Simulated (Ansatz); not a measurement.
Ideal-gas functions of BFH4OSn, SMILES `[BH2][SnH]([OH])[F]` at 600 K and 1 bar, from an Ansatz frequency run at PBE0-D4/def2-TZVP.

Molar mass 168.55 g/mol, point group C1 (symmetry number 1), electronic degeneracy 1, moments of inertia 109.807, 121.22, 181.544 u Å². Harmonic wavenumbers (cm⁻¹, unscaled): 79, 124, 137, 149, 223, 500, 544, 560, 603, 631, 640, 842, 880, 1141, 1931, 2618, 2729, 3890.

Use S(trans) = R[1.5 ln M + 2.5 ln T − 1.1517]; rotational temperatures θ = 24.2544 K / I; S(rot) = R[ln(√π/σ · √(T³/θAθBθC)) + 1.5]; for each mode x = 1.438777 ν̃/T, S = R[x/(eˣ − 1) − ln(1 − e⁻ˣ)] and H = RT x/(eˣ − 1); 1 cm⁻¹ = 0.0119627 kJ/mol; R = 8.31446 J/(mol·K).

**Question.** By hand: the entropy, in J/(mol·K).

**Answer.** Translation 187.3. Rotation: θ = 0.2209, 0.2001, 0.1336 K, giving 118.3. Vibration, mode by mode: 22.16, 18.43, 17.61, 16.92, 13.62, 7.29, 6.67, 6.46, 5.94, 5.62, 5.52, 3.75, 3.49, 2.13, 0.46, 0.11, 0.09, 0.01, in all 136.3. Electronic 0.0. Sum 441.9 J/(mol·K).

**Question.** By hand: H − E and G − E in kJ/mol, counted from the electronic energy.

**Answer.** Zero-point energy ½ × 18221 × 0.0119627 = 109.0; thermal vibration 39.1; translation, rotation and pV give 4 RT = 20.0. H − E = 168.1 kJ/mol, and G − E = 168.1 − 600 × 441.9/1000 = -97.0 kJ/mol.

Vibration gives 31 % of the entropy, 75.1 J/(mol·K) of it from the modes under 150 cm⁻¹: soft modes count most, and the harmonic formula is weakest for them. The sum counts one conformer and one mirror image; others add a mixing term.
